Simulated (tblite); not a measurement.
C₇H₉FGe.
Structure used (GFN2-xTB), in Å, numbered top down from 1:
```
atom  x, y, z in Å
C1    -1.771    1.042   -1.166
C2    -1.344    0.159   -0.262
C3    -2.307   -0.674    0.531
C4     0.077    0.000   -0.035
C5     0.695   -0.834    0.826
F6     0.056   -1.697    1.646
C7     2.144   -0.847    0.924
C8     2.820   -0.007    0.134
Ge9    1.525    0.979   -0.942
H10   -2.817    1.196   -1.366
H11   -1.073    1.640   -1.736
H12   -2.134   -1.733    0.347
H13   -3.331   -0.433    0.260
H14   -2.174   -0.499    1.597
H15    2.593   -1.530    1.631
H16    3.894    0.054    0.144
H17    1.520    2.465   -0.733
H18    1.619    0.724   -2.418
```

Computed values, GFN2-xTB/tblite, gas phase, harmonic and unscaled. The method is semi-empirical: single wavenumbers can be off by several per cent or more. Modes of hydrogen on germanium can be 10 to 20 % off. One conformer, not necessarily the lowest.

Question: How many normal modes are there?

Answer: 18 atoms, non-linear: 3N − 6 = 48.

Question: What is the point group of the computed structure, and how do the modes divide by symmetry?

Answer: Cs. The vibrations span 31 a′ + 17 a″.

Question: How many distinct wavenumbers does the calculation give?

Answer: 48: Cs has no degenerate species.

Question: How many fundamentals are allowed in the infrared by symmetry?

Answer: 48 of 48: in Cs every mode is allowed. All fundamentals are allowed in the Raman spectrum.

Question: How large is the harmonic zero-point energy?

Answer: Half the sum of the wavenumbers, 28353 cm⁻¹, or 3.515 eV from 48 modes; those above 1550 cm⁻¹ give 1.779 eV of it.

Question: What thermal excitation has the softest real mode at 200 K?

Answer: θ = hcν̃/k = 65 K for 45.5 cm⁻¹, so N1/N0 = 0.72 and ⟨v⟩ = 1/(exp(θ/T) − 1) = 2.6.

Time: 2.2 s. Hardware: Intel Xeon at 2.50 GHz, one thread, on a shared host. The figure is for the frequency step alone.
